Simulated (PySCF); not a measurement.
## From a computed spectrum to the compound

A species of 10 atoms with charge 3 has these harmonic modes (PBE0, small Gaussian bases with core potentials, PySCF 2.14.0):

```json
{"cm⁻¹": "-20", "km/mol": "–", "symmetry": "a2"}
{"cm⁻¹": "68", "km/mol": "5.9", "symmetry": "e"}
{"cm⁻¹": "68", "km/mol": "5.9", "symmetry": "e"}
{"cm⁻¹": "96", "km/mol": "1.2", "symmetry": "e"}
{"cm⁻¹": "96", "km/mol": "1.2", "symmetry": "e"}
{"cm⁻¹": "104", "km/mol": "0.0", "symmetry": "a1"}
{"cm⁻¹": "421", "km/mol": "0.0", "symmetry": "a1"}
{"cm⁻¹": "430", "km/mol": "16.8", "symmetry": "e"}
{"cm⁻¹": "430", "km/mol": "16.8", "symmetry": "e"}
{"cm⁻¹": "634", "km/mol": "1.2", "symmetry": "a2"}
{"cm⁻¹": "666", "km/mol": "70.2", "symmetry": "e"}
{"cm⁻¹": "666", "km/mol": "70.2", "symmetry": "e"}
{"cm⁻¹": "689", "km/mol": "116.6", "symmetry": "e"}
{"cm⁻¹": "689", "km/mol": "116.6", "symmetry": "e"}
{"cm⁻¹": "706", "km/mol": "1049.2", "symmetry": "a2"}
{"cm⁻¹": "1674", "km/mol": "236.9", "symmetry": "e"}
{"cm⁻¹": "1674", "km/mol": "236.9", "symmetry": "e"}
{"cm⁻¹": "1680", "km/mol": "0.0", "symmetry": "a1"}
{"cm⁻¹": "3550", "km/mol": "828.9", "symmetry": "e"}
{"cm⁻¹": "3550", "km/mol": "828.9", "symmetry": "e"}
{"cm⁻¹": "3571", "km/mol": "0.0", "symmetry": "a1"}
{"cm⁻¹": "3580", "km/mol": "162.8", "symmetry": "a2"}
{"cm⁻¹": "3584", "km/mol": "655.5", "symmetry": "e"}
{"cm⁻¹": "3584", "km/mol": "655.5", "symmetry": "e"}
```

Which species is it, and in which structure?

[Yb(H2O)3]3+ (singlet in the valence; each metal's 4f electrons, 13 of them, lie in its core potential, out of spins and levels):
```xyz
10

Yb    0.0000    0.0000    0.0000
O     2.1960    0.0000    0.0000
H     2.8133   -0.7280    0.2612
H     2.8133    0.7280   -0.2612
O    -1.0980    1.9018    0.0000
H    -0.7762    2.8004    0.2612
H    -2.0371    2.0724   -0.2612
O    -1.0980   -1.9017    0.0000
H    -2.0371   -2.0724    0.2612
H    -0.7762   -2.8004   -0.2612
```
 Negative wavenumbers this small are taken as noise. An lcecp potential fixes the number of 4f electrons, so in runs with it no electron can move into or out of that shell.
 Other answers can fit too; this one was computed.
